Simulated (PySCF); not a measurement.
**Spin states of MgAs⁺**

Unrestricted PBE0; PySCF, scalar-relativistic core potentials, basis sets Mg aug-cc-pVDZ, As aug-cc-pVDZ-PP with ECP10. Outer shells of the fragments: Mg+ 3s1; As 3d10 4s2 4p3.

Followed along the bond (rough minima from three points):

```tsv
2Ms+1	unpaired	⟨S²⟩ at the start	R at minimum (Å)	Te (eV)
3	π ↑↑	2.09	2.57	0.00
1	π ↑↓	1.01	2.54	0.39
5	σ ↑↑, π ↑↑	6.00	none in the scan	≤ 1.37
1	none	0.00	none in the scan	≤ 1.46
```

Solutions found at the starting distance of 2.630 Å, counted from the lowest of them; the search is not exhaustive and high or unbound solutions are not listed, so other states can lie among these:

```json
{"2Ms+1": "3", "unpaired": "π ↑↑", "term": "³Σ⁻", "E (eV)": "0.00", "⟨S²⟩": "2.09", "⟨Lz²⟩": "0.00", "μ (D)": "-8.51"}
{"2Ms+1": "1", "unpaired": "π ↑↓", "term": "mixed", "E (eV)": "0.40", "⟨S²⟩": "1.01", "⟨Lz²⟩": "2.01", "μ (D)": "-8.82"}
{"2Ms+1": "1", "unpaired": "none", "term": "mixed", "E (eV)": "1.45", "⟨S²⟩": "0.00", "⟨Lz²⟩": "2.00", "μ (D)": "-8.83"}
{"2Ms+1": "5", "unpaired": "σ ↑↑, π ↑↑", "term": "⁵Σ⁻", "E (eV)": "1.55", "⟨S²⟩": "6.00", "⟨Lz²⟩": "0.00", "μ (D)": "-4.35"}
{"2Ms+1": "3", "unpaired": "σ ↑, π ↑", "term": "³Π", "E (eV)": "2.00", "⟨S²⟩": "2.00", "⟨Lz²⟩": "1.00", "μ (D)": "-3.10"}
{"2Ms+1": "1", "unpaired": "σ ↓, π ↑", "term": "mixed", "E (eV)": "2.06", "⟨S²⟩": "1.00", "⟨Lz²⟩": "1.00", "μ (D)": "-3.12"}
```

A term symbol is given only where ⟨S²⟩ and ⟨Lz²⟩ are close to those of a pure state; real π, δ and φ orbitals otherwise mix terms. A positive dipole points towards As; it is taken about the centre of mass and depends on that origin.

Spin–orbit coupling is left out. Counting both spins, an empty level lies below a filled one in some of these solutions, because spin and occupation are held.
